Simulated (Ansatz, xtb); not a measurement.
Two isomers of BrH9Si4

Structure X: `[SiH3][SiH2][SiH]([SiH3])Br`, a singlet. Structure Y: `[SiH3][SiH]([SiH3])[SiH2]Br`, a singlet. Both are isolated molecules in the gas phase, relaxed with r2SCAN-D4/def2-SVP; each stands in its lowest conformer found.

Quicker runs give these differences E(Y) − E(X): GFN2-xTB −1.03 kcal/mol; HF/STO-3G +0.21 kcal/mol (at GFN2-xTB geometries); r2SCAN-D4/def2-SVP//GFN2-xTB −1.64 kcal/mol.

**Question.** Estimate which is lower in electronic energy at CCSD(T)/def2-SVP + ΔMP2/def2-TZVPP, and by roughly how much.

**Answer.** The CCSD(T)/def2-SVP + ΔMP2/def2-TZVPP calculation puts structure Y lower, by 1.62 kcal/mol.

The same difference at several levels:

| level | geometry | E(Y) − E(X) (kcal/mol) | departure from the last row (kcal/mol) | job, with rough time for the two |
| --- | --- | --- | --- | --- |
| GFN2-xTB | GFN2-xTB | −1.03 | +0.60 | optimisation, 0.33 s |
| HF/STO-3G | GFN2-xTB | +0.21 | +1.83 | single point, 0.84 s |
| r2SCAN-D4/def2-SVP//GFN2-xTB | GFN2-xTB | −1.64 | −0.02 | single point, 9 s |
| r2SCAN-D4/def2-SVP | r2SCAN-D4/def2-SVP | −1.91 | −0.29 | optimisation, 3 min |
| HF/def2-SVP | r2SCAN-D4/def2-SVP | −1.87 | −0.25 | part of the CCSD(T) run |
| MP2/def2-SVP | r2SCAN-D4/def2-SVP | −2.38 | −0.76 | part of the CCSD(T) run |
| CCSD(T)/def2-SVP | r2SCAN-D4/def2-SVP | −2.02 | −0.40 | single point |
| CCSD(T)/def2-SVP + ΔMP2/def2-TZVPP | r2SCAN-D4/def2-SVP | −1.62 |  | single point, 2 min |

As drawn, both hold the same kinds of bond in the same numbers.

HF/STO-3G finds them nearly level. The largest departure from CCSD(T)/def2-SVP + ΔMP2/def2-TZVPP is that of HF/STO-3G, 1.83 kcal/mol. The last row adds to CCSD(T) the change of the MP2 difference between the two basis sets, here +0.40 kcal/mol.

With thermal terms from frequencies at re-optimised GFN2-xTB minima (ideal gas, soft modes damped towards free rotors, one conformer each, 298.15 K, 1 atm): on the last row, ΔE + ΔZPE = −1.45, ΔH = −1.49, ΔG = −1.38 kcal/mol.

The correlated steps freeze 29 core orbitals; the filled d shell of Br is correlated, in a basis made for valence electrons. Codes used: Ansatz 0.2.0, xtb 6.7.1; the last row on 2 threads of Arm Neoverse V2 on a shared host.
